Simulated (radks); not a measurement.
Results of a calculation; reference values are marked as such.
Q: Species: Gd15+. Configuration: [Kr] 4d10 4f3. Code: a radial shooting solver on a logarithmic mesh with Libxc functionals. Model: scalar-relativistic Kohn-Sham, r2SCAN, spin-polarised, spherical densities, finite nucleus; open shells are filled with parallel spins first (spin-orbit coupling, left out, can overturn this in heavy ions); meta-GGA in the generalised Kohn-Sham scheme; Fermi nuclear charge, rms radius 5.1569 fm. Some entries of the table are withheld. Estimate them.

orbital,occ.,eigenvalue (Ry),<1/r> (bohr^-1),<r^2> (bohr^2)
1s down,1,-3710.700,71.64,0.0006551
1s up,1,-3710.698,71.64,0.0006551
2s down,1,-633.5391,16.63,0.01027
2s up,1,-633.5387,16.63,0.01027
2p down,3,-566.0834,15.52,0.008285
2p up,3,-566.0832,15.52,0.008286
3s up,1,-159.0681,6.118,0.06798
3s down,1,-158.9033,6.123,0.06789
3p up,3,-138.0578,5.745,0.06821
3p down,3,-137.8931,5.750,0.06809
3d up,5,-110.3166,5.441,0.05741
3d down,5,-110.1885,5.446,0.05726
4s up,1,-49.96625,2.614,0.3326
4s down,1,-49.61937,2.610,0.3332
4p up,3,-42.85501,2.423,0.3683
4p down,3,-42.51247,2.420,0.3691
4d up,5,-32.94587,2.183,0.4179
4d down,5,-32.59917,2.179,0.4190
4f up,3,-21.95018,1.854,(1)
4f down,0,-21.57879,1.851,(2)

A: 
(1) 4f up <r^2> (bohr^2): 0.4872
(2) 4f down <r^2> (bohr^2): 0.4905
